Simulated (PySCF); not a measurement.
C5H6F2O.
SMILES with atom numbers: `[CH3:1][C@@H:2]1[CH2:3][C@@:4]1([F:5])[C:6](=[O:7])[F:8]` (hydrogens: H9, H10, H11 on C1; H12 on C2; H13, H14 on C3)

Method: PBE0-D3(BJ)/def2-SVP geometry optimisation, gas phase in PySCF 2.14.0.

(1) What internal coordinates does the optimisation give?

## Answers

(1) 
| bond | length (bohr) | order |
| --- | --- | --- |
| C1–C2 | 2.841 | single |
| C2–C3 | 2.829 | single |
| C3–C4 | 2.838 | single |
| C4–F5 | 2.549 | single |
| C4–C6 | 2.797 | single |
| C6=O7 | 2.231 | double |
| C6–F8 | 2.543 | single |
| C2–C4 | 2.855 | single |
| C1–H9, C1–H10, C1–H11 | 2.078 | single |
| C2–H12 | 2.068 | single |
| C3–H13 | 2.063 | single |
| C3–H14 | 2.066 | single |

Bonds in one row agree within 0.02 bohr and their mean is given. Orders are formal, as drawn. A selection of angles:
| angle | degrees |
| --- | --- |
| C1–C2–C3 | 121.3 |
| C1–C2–C4 | 118.5 |
| C3–C2–C4 | 59.9 |
| C2–C3–C4 | 60.5 |
| C3–C4–F5 | 117.4 |
| C3–C4–C6 | 121.0 |
| F5–C4–C6 | 111.8 |
| C2–C4–C3 | 59.6 |
| C2–C4–F5 | 117.5 |
| C2–C4–C6 | 120.4 |
| C4–C6–O7 | 127.9 |
| C4–C6–F8 | 110.4 |
| O7–C6–F8 | 121.6 |

Torsions: C1–C2–C3–C4 -107° (anticlinal); C2–C3–C4–F5 107° (anticlinal); C3–C4–C6–O7 -146° (anticlinal); C1–C2–C4–C3 112° (anticlinal).

The C–C distances run from 1.480 Å (C4–C6, drawn single) to 1.511 Å (C2–C4, drawn single), a spread of 0.031 Å. The 3-membered ring C2–C3–C4 has internal angles of 59.6° to 60.5°. Of the pairs four or more bonds apart, F8···H12 is among the closest relative to their van der Waals radii: 2.49 Å, 93 % of the sum of Bondi's values.

Point group: C1 (no symmetry element, even within 0.4 Å). Stationary, but not proved a minimum. One conformer, not necessarily the lowest.
